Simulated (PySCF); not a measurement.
Nuclear quadrupole coupling in Si(SMe)Cl3

Si(SMe)Cl3, CH3Cl3SSi.
Structure used (PBE0-D3(BJ)/def2-SVP), in Å, numbered top down from 1:
```
atom  x, y, z in Å
Si1   -0.3799    0.8727   -1.0452
S2    -0.4915    0.7124    1.0484
C3     0.3817   -0.8770    1.2584
H4    -0.1689   -1.6925    0.7695
H5     0.4226   -1.0620    2.3395
H6     1.4044   -0.8164    0.8623
Cl7    1.5611    0.8752   -1.7091
Cl8   -1.2899    2.6206   -1.5737
Cl9   -1.3069   -0.7023   -1.9757
```

Field gradients from the PBE0/pcSseg-1 density (PySCF, non-relativistic), principal values in atomic units, ordered |Vxx| ≤ |Vyy| ≤ |Vzz|:

```tsv
atom	Vxx	Vyy	Vzz
S2	0.3333	2.0284	-2.3617
Cl7	-1.0940	-1.2762	2.3702
Cl8	-1.1871	-1.2360	2.4231
Cl9	-1.0930	-1.2753	2.3683
```

Task: Find the asymmetry η = (Vxx − Vyy)/Vzz and the couplings χ = eQV/h (234.96 MHz × Q in barn × V in au), with Q(33S) = −0.0678 b, Q(35Cl) = −0.0817 b.

Result: 
```csv
atom,environment,nucleus,η,χzz (MHz),χxx (MHz),χyy (MHz)
S2,sulfur bonded to C and Si,33S,0.72,37.62,-5.31,-32.31
Cl7,chlorine bonded to Si,35Cl,0.08,-45.50,21.00,24.50
Cl8,chlorine bonded to Si,35Cl,0.02,-46.52,22.79,23.73
Cl9,chlorine bonded to Si,35Cl,0.08,-45.46,20.98,24.48
```

The gradient is axial or nearly so (η below 0.05) at Cl8. The tensor is traceless: Vxx + Vyy + Vzz = 0.

Task: What is Vzz at Cl7 in SI units (1 au = 9.71736 × 10²¹ V/m²)?

Result: 2.3702 au = 23.032 × 10²¹ V/m².

Task: And the gradient at the other heavy atoms, for which no coupling is worked out here?

Result: 
| atom | environment | Vzz (au) | η |
| --- | --- | --- | --- |
| Si1 | silicon bonded to 3 Cl and S | -0.292 | 0.05 |
| C3 | carbon bonded to S and 3 H | 0.339 | 0.06 |

Task: What couplings would deuterons (Q(2H) = 0.00286 b) have in place of the hydrogens, at this geometry?

Result: 
```tsv
atom	bonded to	bond length (Å)	Vzz (au)	η	χzz (kHz)
H4	C3	1.099	0.2871	0.05	193
H5	C3	1.098	0.2928	0.06	197
H6	C3	1.098	0.2874	0.05	193
```

Geometry: PBE0-D3(BJ)/def2-SVP; no solvent, vibrations or thermal averaging. With a basis this small, the couplings can be 20 % off.
